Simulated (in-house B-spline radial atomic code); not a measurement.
Results of a calculation; reference values are marked as such.
## Impurity-limited mobility of n-type InAs at n = 4.8695e15 cm⁻³, compensation 0.5

For InAs the NSM archive of the Ioffe Institute lists m* = 0.023 m0 and ε = 15.15.

One parabolic, isotropic band at zero temperature, uniform dielectric constant, impurities scattering independently, no phonons and no central-cell term; real bands flatten as E_F rises, which lowers the mobility at the highest densities. In effective units each ion is a point charge Z in an electron gas; its screened potential is solved self-consistently in the LDA with open boundaries (B-splines, partial waves to l = 16), which gives the phase shifts δ_l at the Fermi level.

(1) Put the electron gas into effective units.

Self-consistent phase shifts (rad):

```
l  donor, Z = +1  acceptor, Z = −1
0         0.6537           -0.5215
1         0.1591           -0.1700
2         0.0480           -0.0574
3         0.0160           -0.0200
4         0.0055           -0.0071
5         0.0020           -0.0026
6         0.0007           -0.0009
7         0.0003           -0.0004
8         0.0001           -0.0001
```

With all partial waves the Friedel sums are 1.000 and -1.001, and Σ (l + 1) sin²(δ_l − δ_(l+1)) is 0.25349 for the donor and 0.14878 for the acceptor. The screened donor binds no level.

(2) Find the transport cross sections, and compare them with the Born approximation for Thomas-Fermi screening (Brooks-Herring).

(3) With N_A/N_D = 0.5 and n = N_D − N_A, what are the mobility and the resistivity?

Answers

(1) a* = 0.0529177 nm × 15.15/0.023 = 34.86 nm and Ha* = 27211.386 meV × 0.023/15.15² = 2.727 meV. From 4π (r_s a*)³/3 = 1/n, r_s = 1.050. Then k_F = 1.91916/r_s = 1.8278 per a*, E_F = k_F²/2 = 1.6704 Ha* = 4.55 meV, and Mott's number n^(1/3) a* = 0.591.

(2) σ_tr = (4π/k_F²) × sum: 0.9535 a*² for the donor and 0.5596 a*² for the acceptor. Thomas-Fermi gives q_s² = 4k_F/π = 2.3272, so b = 4k_F²/q_s² = 5.742, and σ_Born = (2π/k_F⁴)(ln(1 + b) − b/(1 + b)) = 0.563 × 1.0567 = 0.5949 a*² for either sign. The donor scatters 1.60 times and the acceptor 0.94 times as much. Two things differ from Brooks-Herring. First order with Lindhard's response and the LDA kernel gives 1.35 times σ_Born for either sign: screening weakens at large momentum transfer, and the exchange-correlation potential of the screening charge adds to the ion's own, which is the larger part in a thin gas. Higher orders then split the signs, leaving the donor at 1.19 and the acceptor, which keeps the electrons out, at 0.70 of that.

(3) N_D = 9.74e15 and N_A = 4.87e15 cm⁻³. μ = e/(ħ k_F Σ N σ_tr), with e/ħ = 15.193 cm²/(V·s) per nm². Here k_F = 0.05244 nm⁻¹, a*² = 1215 nm², 1 cm⁻³ = 1e-21 nm⁻³, and Σ N σ_tr = 0.01459 nm⁻¹, a mean free path of 68.5 nm. So μ = 19900 cm²/(V·s) and ρ = 1/(n e μ) = 0.0646 Ω·cm. Brooks-Herring would give 27400 cm²/(V·s). k_F times the mean free path is 3.6.
